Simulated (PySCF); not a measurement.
**Working out the ionisation energy of Rh⁺**

Rh⁺ [Kr] 4d8 (3F) → Rh²⁺ [Kr] 4d7 (4F). All numbers are calculated (PySCF 2.14, the spin-free X2C one-electron Hamiltonian (Gaussian nucleus), in x2c-SVPall (6s5p5d1f, 53 functions)). Frozen: [Kr]. Energies in hartree (1 hartree = 27.21139 eV):

| part | Rh⁺ (lower) | Rh²⁺ (upper) |
| --- | --- | --- |
| UHF | -4780.511109 | -4779.916263 |
| MP2 opposite-spin | -0.100331 | -0.064470 |
| MP2 same-spin | -0.061669 | -0.051297 |

Task: What does Hartree-Fock give?

Result: (-4779.916263) − (-4780.511109) = 0.594846 hartree = 16.187 eV.

Task: What do MP2 and SCS-MP2 (6/5 opposite-spin, 1/3 same-spin) give?

Result: The opposite-spin parts differ by 0.976 eV and the same-spin parts by 0.282 eV. MP2: 16.187 + (0.976) + (0.282) = 17.445 eV. SCS-MP2: 16.187 + 1.2 × (0.976) + (0.282)/3 = 17.452 eV.

Reference: 18.08 eV (semi-empirical (NIST evaluation); NIST Atomic Spectra Database, ionization energies), between the lowest levels; spin-orbit coupling is absent from the calculation.

A double-zeta basis recovers only part of the correlation energy.

What remains against the reference includes basis incompleteness, the frozen core and correlation beyond second order.
